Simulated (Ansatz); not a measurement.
System: sum formula SiOF3 (charge 0, doublet). It need not be the lowest isomer of its formula. SMILES: [O][Si](F)(F)F
Geometry: optimised at B3LYP-D3(BJ)/def2-TZVP (Ansatz, a program for electronic structure).

Wanted: atomisation energy (electronic, to ground-state atoms), in kJ/mol. Correlated levels leave the core frozen unless marked. UHF or UKS for open shells. Spin-orbit coupling is left out. Non-relativistic. The coupled-cluster limit lacks core correlation, which all-electron functionals hold. CBS marks a two-point X^-3 extrapolation of the correlation energy; Hartree-Fock from the larger set (for Q and 5 zeta extrapolated as (X+1)exp(-9√X)).

```json
[
 {"level": "HF/cc-pV(Q+d)Z", "program": "Ansatz", "atomisation energy (kJ/mol)": "1611.0"},
 {"level": "HF/cc-pV(5+d)Z", "program": "Ansatz", "atomisation energy (kJ/mol)": "1612.2"}
]
```

Problem. What does CCSD(T)/CBS(cc-pV(Q+d)Z,cc-pV(5+d)Z) (Ansatz) give?

Solution. 2204.1 kJ/mol
